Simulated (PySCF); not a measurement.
# A series of derivatives of [SiH3]C1CCCSC1

Parent skeleton `[SiH3:1][CH:2]1[CH2:3][CH2:4][CH2:5][S:6][CH2:7]1`; one hydrogen on atom 2 is replaced by X. Hydrogens on one atom are averaged.

Non-relativistic, one computed conformer, no solvent, averaged over atoms made equivalent by symmetry, fast rotation or ring inversion. Geometry: GFN2-xTB; PBE0/pcSseg-1 with gauge-including orbitals; PySCF.

Chemical shifts δ = σref − σ; TMS for $^{29}$Si, $^{13}$C, $^{1}$H; $^{33}$S vs CS2, all at this level.

Q: Give δ (ppm) for X = CN, SCH3, C2H5, CH2NH2, ethynyl, F, CH3.

A: 
| X | SMILES | Si1 | C2 | C3 | C4 | C5 | S6 | C7 | H(Si1) | H(C3) |
| --- | --- | --- | --- | --- | --- | --- | --- | --- | --- | --- |
| CN | N#C[C@@]1([SiH3])CCCSC1 | -49.5 | 21.1 | 35.9 | 28.0 | 36.0 | 4.0 | 40.7 | 3.92 | 1.65 |
| SCH3 | CS[C@]1([SiH3])CCCSC1 | -62.8 | 36.0 | 36.0 | 23.3 | 35.4 | -36.7 | 40.0 | 3.83 | 1.66 |
| C2H5 | CC[C@@]1([SiH3])CCCSC1 | -50.2 | 26.9 | 32.0 | 24.4 | 36.4 | -47.0 | 46.0 | 3.63 | 1.53 |
| CH2NH2 | NC[C@]1([SiH3])CCCSC1 | -62.9 | 34.9 | 34.4 | 29.2 | 37.0 | -31.6 | 40.9 | 3.94 | 1.53 |
| ethynyl | C#C[C@@]1([SiH3])CCCSC1 | -50.2 | 22.6 | 37.1 | 27.0 | 36.0 | -11.5 | 43.0 | 3.87 | 1.61 |
| F | F[C@]1([SiH3])CCCSC1 | -58.4 | 88.4 | 37.3 | 25.2 | 35.0 | -30.4 | 41.7 | 3.79 | 1.74 |
| CH3 | C[C@]1([SiH3])CCCSC1 | -47.9 | 22.1 | 37.5 | 25.0 | 36.5 | -51.7 | 44.2 | 3.63 | 1.48 |

Q: Which position responds most, and to which substituents?

A: C2: from 21.1 ppm with CN to 88.4 ppm with F.
